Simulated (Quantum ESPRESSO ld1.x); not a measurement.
Results of a calculation; reference values are marked as such.
Initial-state core-level shifts of the samarium ion Sm3+ when its valence configuration changes from [Xe] 4f5. Level of theory: Dirac Kohn-Sham, PBE, spin-unpolarised, spherical densities, point nucleus; open shells fill j = l - 1/2 first (ld1.x of Quantum ESPRESSO 7.5). Shifts are changes of the shell-averaged eigenvalues in eV (positive: less bound).

valence               3p       4s       4p       5p
4f4 6s1          -12.901  -12.050  -11.815   -5.890
4f4.5 5d0.5       -4.632   -4.275   -4.164   -1.551
4f3 6p2          -29.195  -27.076  -26.543  -13.566
4f3 6s2          -27.432  -25.320  -24.790  -11.977
4f4 5d1           -9.565   -8.771   -8.534   -3.113
4f3 5d2          -20.243  -18.311  -17.785   -6.230
4f2 5d2 6s1      -35.583  -32.039  -31.171  -12.270
4f2.5 6s0.5 6p2  -36.969  -34.052  -33.349  -16.624
4f4.5 6p0.5       -6.688   -6.311   -6.201   -3.339
